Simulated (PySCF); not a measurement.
## GeH₂⁺: fields on a plane

Computed with PySCF, UPBE0, basis Ge def2-TZVP, H def2-TZVP (no relativity, density fitting).

The doublet minimum has Ge–H 1.552 Å (×2); H–Ge–H 120.9°.

The plane holds Ge1 at (0.00, 0.00), H2 at (1.55, 0.00), H3 at (-0.80, 1.33) Å. Columns run from x = -2.85 to 3.75 Å, rows from y = 3.75 (top) to -1.95 Å, in steps of 0.3 Å. Other isomers or separated fragments may lie lower.

Q: Give the spin density (e/Å³) (cut at ±0.5 e/Å³). Lower edges of the bins (e/Å³): '0' -0.075, '1' -0.017, '2' 0.040, '3' 0.098, '4' 0.155, '5' 0.213, '6' 0.270, '7' 0.328, '8' 0.385, '9' 0.443; top 0.50.

A: 
```
11111111111111111111111
11111111111111111111111
11111111111111111111111
11111111111111111111111
11111111111111111111111
11111111111111111111111
11111111111111111111111
11111123221111111111111
11111136322111111111111
11111123222221111111111
11111111111222211111111
11111111111122322111111
11111112103112442111111
11111234190111342111111
11111235511211111111111
11111235664211111111111
11111123444211111111111
11111112222211111111111
11111111111111111111111
11111111111111111111111
```

Q: Give the electrostatic potential (V) (cut at 20 V). Lower edges of the bins (V): '0' 2.74, '1' 2.84, '2' 3.00, '3' 3.26, '4' 3.67, '5' 4.31, '6' 5.33, '7' 6.94, '8' 9.51, '9' 13.57; top 20.0.

A: 
```
22333444444444333322110
33344444444444443332211
33444555555555444433221
34455555555555554443322
44555666666665555444332
45556677766666655544433
45566788877766665554443
55667899987777666555443
55667899988887766655444
55667899999988776665544
55667899999998887665544
56667899999999998766554
56667899999999999866554
56667899999999999866554
55667899999999998766544
55667789999998887665544
55666788999988776665544
55566777888877766655443
45556667777776666555443
44555666666666665554433
```
